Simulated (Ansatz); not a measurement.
Cd₄Te₂Br₄, relaxed as a singlet with RKS r2SCAN-D4/def2-SVP in Ansatz, starting from the GFN1-xTB geometry. Force threshold 0.03 eV/Å.

In the def2 sets Cd, Te take a core potential; there is no spin–orbit coupling. Another isomer (singlet) lies 1.13 eV lower at PBE0-D4/def2-SVP; other spin states weren't run for this one.

Start:

```xyz
10

Cd    1.286    0.412    2.541
Cd   -1.485   -1.604   -2.596
Cd    1.926   -2.180    1.781
Cd   -1.750    1.276   -0.495
Te    1.034    1.617    0.085
Te   -3.585   -0.048   -1.846
Br    1.290    4.007    1.006
Br   -1.054   -3.346   -4.281
Br    0.941   -0.938   -1.183
Br    1.397    0.804    4.989
```

| step | energy (eV) | largest force component (eV/Å) | SCF passes |
| --- | --- | --- | --- |
| 1 | -313015.0025 | 0.578 | 22 |
| 2 | -313015.2006 | 0.616 | 27 |
| 3 | -313015.2922 | 0.260 | 21 |
| 4 | -313015.3434 | 0.249 | 21 |
| 5 | -313015.3900 | 0.177 | 21 |
| 6 | -313015.4203 | 0.150 | 21 |
| 7 | -313015.4522 | 0.125 | 21 |
| 8 | -313015.4719 | 0.163 | 21 |
| 9 | -313015.4819 | 0.096 | 20 |
| 10 | -313015.4867 | 0.055 | 21 |
| 11 | -313015.4877 | 0.144 | 21 |
| 13 | -313015.5021 | 0.076 | 19 |
| 15 | -313015.5091 | 0.099 | 21 |
| 17 | -313015.5181 | 0.098 | 20 |
| 19 | -313015.5302 | 0.131 | 20 |
| 21 | -313015.5632 | 0.169 | 20 |
| 23 | -313015.6649 | 0.219 | 20 |
| 25 | -313015.8601 | 0.255 | 20 |
| 27 | -313015.9455 | 0.243 | 27 |
| 29 | -313015.9793 | 0.117 | 20 |
| 31 | -313015.9870 | 0.038 | 21 |
| 32 | -313015.9884 | 0.014 | 21 |

Force components are those of the run's own axes.

End:

Cartesian coordinates in Å:
```
Cd 1.104 -0.373 2.185
Cd -1.392 -1.480 -2.390
Cd 0.677 -2.171 0.276
Cd -0.797 1.502 -1.143
Te 1.320 2.116 0.438
Te -2.978 0.657 -2.422
Br 0.246 3.771 2.039
Br -0.798 -3.796 -1.377
Br 1.219 -0.546 -2.143
Br 1.399 0.319 4.537
```

Bonds lost: Te5–Br9 (atoms count from 1). Bonds formed: Cd3–Br8, Cd3–Br9, Cd4–Br9 (atoms count from 1).

No frequencies were taken in this run, so the end may be a saddle point.

Hardware: 6 threads of Intel Xeon on a shared host. Wall time 5 min, peak host memory 0.97 GiB.
